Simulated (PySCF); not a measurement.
Input of a run (CAM-B3LYP/def2-SVP geometry optimisation, gas phase (PySCF 2.14.0)), started from GFN2-xTB:
```
{"job": {"xc": "CAM-B3LYP", "basis": "def2-SVP", "grid": 1, "kind": "geom"}, "charge": 0, "multiplicity": 1}
O     -2.571909    -0.234639     0.130753
C     -1.380932    -0.163889     0.077639
C     -0.243072    -1.084640     0.250969
C      0.689488    -0.117398     0.002444
O      2.004365    -0.105722    -0.042140
C     -0.344546     0.947419    -0.206415
O     -0.301646     2.113406    -0.471707
H     -0.175270    -2.129129     0.485921
H      2.337083     0.780586    -0.252644
```

Output (energies in Eh, forces in Eh/bohr):
```
step   0  E = -378.79667238  max force = 0.017752
step   1  E = -378.79623185  max force = 0.003781
step   2  E = -378.79698151  max force = 0.005199
step   3  E = -378.79729915  max force = 0.002889
step   4  E = -378.79732190  max force = 0.003228
step   5  E = -378.79740989  max force = 0.000690
step   6  E = -378.79742070  max force = 0.000306
optimisation converged
```

Task: Summarise the run.

Result: The energy falls by 2.0 kJ/mol over 7 energy and gradient evaluations, the largest force component goes from 0.0178 to 3.1e-04 Eh/bohr, and the atoms move by 0.027 Å rms after alignment. The bond that changes most is C2–C6 (both ends ring carbonyl carbon), which lengthens by 0.020 Å. Bonds longer at the end by more than 0.005 Å: 4 of 9; shorter: 0. The energy rose by more than 1e-6 Eh at step 1.

Task: What are the final bond lengths?

Result: O1=C2 1.192 Å, C2–C3 1.492 Å, C3–C4 1.361 Å, C4–O5 1.311 Å, C4–C6 1.505 Å, C6=O7 1.192 Å, C2–C6 1.566 Å, C3–H8 1.088 Å, O5–H9 0.971 Å. Numbering counts from 1 in the input's order; the species is `O=c1cc(O)c1=O`.

The run used 108 basis functions and 61 SCF cycles in all. Time: 23 s of wall time; peak memory 0.55 GiB. Hardware: an AMD EPYC 9R14 with one thread, on a shared host.

No frequency check. The numbers are those of one conformer.

Shape of the structure used: `[O:1]=[c:2]1[cH:3][c:4]([OH:5])[c:6]1=[O:7]`: H–O5–C4–C3 180°.
